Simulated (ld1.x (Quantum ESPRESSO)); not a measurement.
**Before and after: TM potential for phosphorus**

```json
{"Element": "P", "Generator": "ld1.x (Quantum ESPRESSO) 7.5", "Type": "norm-conserving Troullier–Martins (Kleinman–Bylander form)", "Functional": "PBE", "Relativity": "scalar-relativistic", "Frozen core": "[Ne]", "Valence charge": "5", "Reference configuration": "3s2 3p3", "Partial waves": "3s (bound): rc 1.10 bohr; 3p (bound): rc 1.20 bohr; 3d channel at 0.1 Ry: rc 0.90 bohr", "Local potential": "the d channel", "Core correction": "a·sin(br)/r model core inside 0.85 bohr"}
```

All-electron outer shells of the reference configuration (PBE, scalar-relativistic, ld1.x):

```json
{"shell": "2s", "level (eV)": "-173.99", "outermost node (bohr)": "0.14", "outermost maximum (bohr)": "0.42"}
{"shell": "2p", "level (eV)": "-124.49", "outermost node (bohr)": "–", "outermost maximum (bohr)": "0.36"}
{"shell": "3s", "level (eV)": "-13.97", "outermost node (bohr)": "0.65", "outermost maximum (bohr)": "1.58"}
{"shell": "3p", "level (eV)": "-5.51", "outermost node (bohr)": "0.64", "outermost maximum (bohr)": "1.83"}
```

Change: local potential the s channel.

Cutoffs: the cutoffs (Ry, on a coarse ladder) from which the occupation-weighted sum of valence levels, in a spherical-Bessel basis at the reference potential, stays within 10 and 1 mRy of its value at 400 Ry; they do not see the model core or the augmentation charge, which bear on the density cutoff. Errors are all-electron minus pseudo energies relative to the spin-unpolarised reference configuration.

**Question.** What does the change do?

**Answer.** The potential gets neither clearly harder nor softer (80 Ry and 200 Ry → 80 Ry and 200 Ry); the bound ghost in s disappears; of the 7 tests that both files solve, the error grows in 5 and shrinks in 1 by more than 15 % and 0.3 meV (median size 5.7 → 5.5 meV); the range in which the s phases agree narrows (upper end at the end of the scan → 0.3). In the separable form a ghost depends on how the local part lies against the semilocal potential of the channel, so the choice of the local part can create or remove one.

| quantity | base | changed |
| --- | --- | --- |
| cutoff, loose | 80 Ry | 80 Ry |
| cutoff, tight | 200 Ry | 200 Ry |
| loose cutoff by channel (10 mRy a level) | s 60 Ry, p 55 Ry | p 60 Ry, s 55 Ry |
| bound ghosts | s | none |
| error for 3s2 3p2, meV [ΔE 9.73 eV] | +3.7 | +5.5 |
| error for 3s2 3p1, meV [ΔE 28.88 eV] | +14 | +33 |
| error for 3s2 3p0, meV [ΔE 58.62 eV] | -10 | +90 |
| error for 3s1 3p0, meV [ΔE 110.62 eV] | -13 | +169 |
| error for 3s1 3p4, meV [ΔE 8.53 eV] | +0.4 | +0.7 |
| error for 3s0 3p5, meV [ΔE 17.20 eV] | +5.7 | +3.1 |
| error for 3s2 3p2.5, meV [ΔE 3.77 eV] | +0.7 | +1.0 |
| s: phases at 1.30 bohr within 0.05 rad from the reference energy up to (Ry; the scan ends near 5) | to the end of the scan | 0.3 |
| p: phases at 1.30 bohr within 0.05 rad from the reference energy up to (Ry; the scan ends near 5) | 0.8 | 0.9 |
| d: phases at 1.30 bohr within 0.05 rad from the reference energy up to (Ry; the scan ends near 5) | to the end of the scan | to the end of the scan |

 A true bound ghost makes a file unfit for plane-wave use even where its test errors are small: the radial tests pick states by their node count and pass the ghost by.
